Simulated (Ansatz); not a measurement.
All numbers were calculated with Ansatz.

A structure relaxed at PBE0-D4/def2-TZVP, charge 0, multiplicity 1:

```json
{"atom": "C1", "x (Å)": "-0.1648", "y (Å)": "-1.9277", "z (Å)": "-2.0647"}
{"atom": "Mg2", "x (Å)": "-0.0445", "y (Å)": "-0.5161", "z (Å)": "-0.5568"}
{"atom": "O3", "x (Å)": "0.0604", "y (Å)": "0.7102", "z (Å)": "0.7559"}
{"atom": "Si4", "x (Å)": "0.1542", "y (Å)": "1.8044", "z (Å)": "1.9327"}
{"atom": "H5", "x (Å)": "-0.3454", "y (Å)": "-1.4614", "z (Å)": "-3.0376"}
{"atom": "H6", "x (Å)": "-0.9787", "y (Å)": "-2.6365", "z (Å)": "-1.8861"}
{"atom": "H7", "x (Å)": "0.7600", "y (Å)": "-2.5063", "z (Å)": "-2.1466"}
{"atom": "H8", "x (Å)": "-0.1100", "y (Å)": "3.1833", "z (Å)": "1.4230"}
{"atom": "H9", "x (Å)": "-0.8387", "y (Å)": "1.5335", "z (Å)": "3.0152"}
{"atom": "H10", "x (Å)": "1.5075", "y (Å)": "1.8166", "z (Å)": "2.5649"}
```

Give its formula and SMILES.

CH6MgOSi, `[CH3][Mg][O][SiH3]`.

Point group (tolerance 0.08 Å, 0.16 Å for H)?

C3v.

Summarise the bond lengths by kind.

1 × C–Mg 2.069 Å; 3 × C–H 1.094 Å; 1 × Mg–O 1.799 Å; 1 × O–Si 1.610 Å; 3 × H–Si 1.494 Å.
